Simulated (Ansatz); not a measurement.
Two isomers of C2H9GeN: A = `NC[CH2][GeH3]`, B = `C[NH][GeH2][CH3]`.

Computed with Ansatz on PBE0-D4/def2-TZVP structures; ΔE is electronic, products minus reactants. CCSD(T)/CBS adds triple-zeta CCSD(T) − MP2 to the extrapolated MP2 energy (def2 sets, frozen cores). Functionals use def2-TZVPP. B3LYP here is the variant with VWN-RPA as its local correlation; programs differ in this. For Ge outer-core shells are correlated without core-valence functions, which leaves a few kJ/mol of doubt a bond. Scalar relativity is left out up to krypton. One conformer a species, not always the lowest.

Question: Which is lower in electronic energy at CCSD(T)/CBS, and by how much? (Estimate.)

Answer: The calculation gave: B, by 9.9 kcal/mol.

Question: Give E(B) − E(A) in kcal/mol with B3LYP, CCSD(T)/def2-TZVPP, CCSD/def2-TZVPP, MP2/def2-TZVPP, B3LYP-D4, ωB97M-V, PBE0-D4. (Estimate.)

Answer: Ansatz gave: B3LYP -10.3, CCSD(T)/def2-TZVPP -10.3, CCSD/def2-TZVPP -10.3, MP2/def2-TZVPP -11.1, B3LYP-D4 -10.5, ωB97M-V -9.8, PBE0-D4 -9.2. None reverses the order clearly.

Largest T1 diagnostic: 0.010.
